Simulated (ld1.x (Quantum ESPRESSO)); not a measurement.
## Building the PAW potential for carbon (C) (PBE, scalar-relativistic).

Input for ld1.x (Quantum ESPRESSO) 7.5:

```
&input
   title='C', zed=6., rel=1, dft='PBE', iswitch=3,
   config='[He] 2s2 2p2 3d-2',
   nld=3, rlderiv=1.60, eminld=-3.0, emaxld=5.0, deld=0.02
 /
 &inputp
   pseudotype=3, lpaw=.true., tm=.true., lloc=-1, rcloc=1.25,
   nlcc=.true., rcore=0.50,
   which_augfun='BESSEL', rmatch_augfun=0.70,
   file_pseudopw='C.UPF', file_wfcaegen='ae.wfc', file_wfcncgen='nc.wfc', file_beta='beta', file_chi='chi', file_wfcusgen='us.wfc'
 /
6
2S  1  0   2.00   0.00  0.85  1.05  0.0
2S  1  0   0.00   0.75  0.85  1.05  0.0
2P  2  1   2.00   0.00  1.05  1.45  0.0
2P  2  1   0.00   2.85  1.05  1.45  0.0
3D  3  2  -2.00  -0.10  1.05  1.20  0.0
3D  3  2  -2.00   1.30  1.05  1.20  0.0
 &test
   configts(1)='2s2 2p2'
 /
```

Command:

```bash
ld1.x < C.in > C.out
```

The program printed (shortened: banner, matrices, multipoles, cross overlaps and the repeated all-electron block are left out):

```
Program LD1 v.7.5
     --------------------------- All-electron run ----------------------------

     C
     scalar relativistic calculation

     atomic number is  6.00
     dft =PBE   lsd =0 sic =0 latt =0  beta=0.20 tr2=1.0E-14
     Exchange-correlation= PBE
                           (   1   4   3   4   0   0   0)
     mesh =1073 r(mesh) = 100.30751 a.u. xmin = -7.00 dx = 0.01250
     1 Ry =  13.60569312 eV, c = 137.03599908

     n l     nl                  e(Ry)          e(Ha)          e(eV)
     1 0     1S 1( 2.00)       -20.0931       -10.0465      -273.3801
     2 0     2S 1( 2.00)        -1.0107        -0.5053       -13.7509
     2 1     2P 1( 2.00)        -0.3885        -0.1942        -5.2856

     final scf error:  7.5E-15 reached in  29 iterations

     Etot =     -75.529949 Ry,     -37.764975 Ha,   -1027.637314 eV

     Ekin =      75.328024 Ry,      37.664012 Ha,    1024.889976 eV
     Encl =    -176.093472 Ry,     -88.046736 Ha,   -2395.873743 eV
     Eh   =      35.391585 Ry,      17.695793 Ha,     481.527051 eV
     Exc  =     -10.156087 Ry,      -5.078043 Ha,    -138.180598 eV

     normalization and overlap integrals

     s(1S/1S) =  1.000000  <r> =   0.2706  <r2> =    0.0993  r(max) =   0.1730
     s(2S/2S) =  1.000000  <r> =   1.5715  <r2> =    2.9912  r(max) =   1.2162
     s(2P/2P) =  1.000000  <r> =   1.7999  <r2> =    4.2589  r(max) =   1.2011

     ------------------------ End of All-electron run ------------------------

     --------------------- Generating PAW atomic setup --------------------

      Generating local potential from pseudized AE potential:
      Matching radius rcloc =   1.2500

      Local pseudo, rcloc= 1.263 Estimated cut-off energy=    15.07 Ry

      Computing core charge for nlcc:

       r > 0.50 : true rho core
       r < 0.50 : rho core = a sin(br)/r    a=   5.06  b=   5.18

      Integrated core pseudo-charge :   0.70
      Wfc-us  2S rcutus= 1.060  Estimated cut-off energy=    38.31 Ry
      Wfc-us  2S rcutus= 1.060  Estimated cut-off energy=    41.11 Ry
      Wfc-us  2P rcutus= 1.467  Estimated cut-off energy=    35.34 Ry
      Wfc-us  2P rcutus= 1.467  Estimated cut-off energy=    60.17 Ry
      Wfc-us  3D rcutus= 1.201  Estimated cut-off energy=    70.21 Ry
      Wfc-us  3D rcutus= 1.201  Estimated cut-off energy=    71.41 Ry

     Required augmentation: BESSEL   radius:    0.700000
     Suggested rho cutoff for augmentation: 201.65 Ry

     Estimated PAW energy =  -17.765829 Ryd

     ------------------- End of pseudopotential generation -------------------

     Computing logarithmic derivative in   1.59123
     Computing logarithmic derivative in   1.59123
     Computing the partial wave expansion
     R is outside the sphere for l=    0 j= 0.00
     R is outside the sphere for l=    0 j= 0.00
     R is outside the sphere for l=    1 j= 0.00
     R is outside the sphere for l=    1 j= 0.00
     R is outside the sphere for l=    2 j= 0.00
     R is outside the sphere for l=    2 j= 0.00

     ---------------------- Testing the pseudopotential ----------------------

     C
     scalar relativistic calculation

     atomic number is  6.00   valence charge is  4.00
     dft = SLA  PW   PBX  PBC   lsd =0 sic =0 latt =0  beta=0.20 tr2=1.0E-14
     mesh =1073 r(mesh) = 100.30751 xmin = -7.00 dx = 0.01250

     n l     nl             e AE (Ry)        e PS (Ry)    De AE-PS (Ry)
     1 0     2S   1( 2.00)       -1.01067       -1.01068        0.00001
     2 1     2P   1( 2.00)       -0.38849       -0.38849        0.00000

     eps = 2.2E-17  iter =  4

     Etot =     -75.529949 Ry,     -37.764975 Ha,   -1027.637314 eV
     Etotps =   -17.765852 Ry,      -8.882926 Ha,    -241.716734 eV

     Ekin =      11.490114 Ry,       5.745057 Ha,     156.330962 eV
     Encl =     -27.864938 Ry,     -13.932469 Ha,    -379.121797 eV
     Ehrt =       8.765058 Ry,       4.382529 Ha,     119.254687 eV
     Ecxc =     -10.156086 Ry,      -5.078043 Ha,    -138.180586 eV
     (Ecc =      -1.123202 Ry,      -0.561601 Ha,     -15.281935 eV)

     ---------------------- End of pseudopotential test ----------------------
```

Generation and configuration tests took about 0.9 s on one core of a shared server CPU.

Transferability test of the new file with ld1.x, input:

```
&input
   title='C', zed=6., rel=1, dft='PBE', iswitch=2,
   config='[He] 2s2 2p2 3d-2'
 /
 &test
   file_pseudo='C.UPF', nconf=8,
   configts(1)='2s2 2p2',
   configts(2)='2s2 2p1',
   configts(3)='2s2 2p0',
   configts(4)='2s1 2p0',
   configts(5)='2s1 2p3',
   configts(6)='2s2 2p2.3',
   configts(7)='2s2 2p1.5',
   configts(8)='2s1 2p2'
 /
```

```bash
ld1.x < C.test.in > C.test.out
```

Pseudopotential blocks of its output, shortened (energy terms left out):

```
     ---------------------- Testing the pseudopotential ----------------------

     n l     nl             e AE (Ry)        e PS (Ry)    De AE-PS (Ry)
     1 0     2S   1( 2.00)       -1.01067       -1.01068        0.00001
     2 1     2P   1( 2.00)       -0.38849       -0.38849        0.00000

     eps = 2.1E-17  iter =  4

     Etot =     -75.529950 Ry,     -37.764975 Ha,   -1027.637315 eV
     Etotps =   -17.765852 Ry,      -8.882926 Ha,    -241.716734 eV

     ---------------------- End of pseudopotential test ----------------------

          ---------------------- Testing the pseudopotential ----------------------

     n l     nl             e AE (Ry)        e PS (Ry)    De AE-PS (Ry)
     1 0     2S   1( 2.00)       -1.89321       -1.89326        0.00005
     2 1     2P   1( 1.00)       -1.24984       -1.24987        0.00003

     eps = 7.8E-15  iter =  8

     Etot =     -74.731642 Ry,     -37.365821 Ha,   -1016.775790 eV
     Etotps =   -16.967514 Ry,      -8.483757 Ha,    -230.854795 eV
     dEtot_ae =       0.798307 Ry
     dEtot_ps =       0.798338 Ry,   Delta E=      -0.000030 Ry

     ---------------------- End of pseudopotential test ----------------------
```

The test run then stopped with an error in new_paw_hamiltonian: “negative rho”.
